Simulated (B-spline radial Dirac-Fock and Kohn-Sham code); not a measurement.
Form factor and incoherent scattering function of Ho⁵⁶⁺

System: holmium as Ho⁵⁶⁺ in the configuration [Ne] 3s1.

These are calculated numbers from a radial finite-basis atomic code; the model is configuration-average Dirac-Fock orbitals. f₀ is the Fourier transform of the spherical electron density, S the Waller-Hartree incoherent function, and s = sin θ/λ.

| s (Å⁻¹) | f₀ | S |
| --- | --- | --- |
| 0 | 11.000 | 0.000 |
| 0.05 | 10.998 | 0.003 |
| 0.1 | 10.992 | 0.012 |
| 0.15 | 10.982 | 0.028 |
| 0.2 | 10.968 | 0.049 |
| 0.25 | 10.950 | 0.076 |
| 0.3 | 10.928 | 0.109 |
| 0.35 | 10.902 | 0.147 |
| 0.4 | 10.872 | 0.190 |
| 0.45 | 10.839 | 0.239 |
| 0.5 | 10.802 | 0.292 |
| 0.6 | 10.717 | 0.411 |
| 0.7 | 10.619 | 0.546 |
| 0.8 | 10.509 | 0.693 |
| 0.9 | 10.387 | 0.849 |
| 1 | 10.255 | 1.014 |
| 1.1 | 10.113 | 1.183 |
| 1.2 | 9.964 | 1.355 |
| 1.4 | 9.644 | 1.704 |
| 1.6 | 9.304 | 2.049 |
| 1.8 | 8.952 | 2.389 |
| 2 | 8.593 | 2.721 |
| 2.5 | 7.703 | 3.532 |
| 3 | 6.854 | 4.325 |
| 3.5 | 6.063 | 5.086 |
| 4 | 5.335 | 5.790 |
| 5 | 4.074 | 6.978 |
| 6 | 3.097 | 7.872 |

f₀ starts at the number of electrons, 11, and has fallen to half at s ≈ 3.89 Å⁻¹. The sum of ⟨r²⟩ over the electrons is 0.1099 bohr².
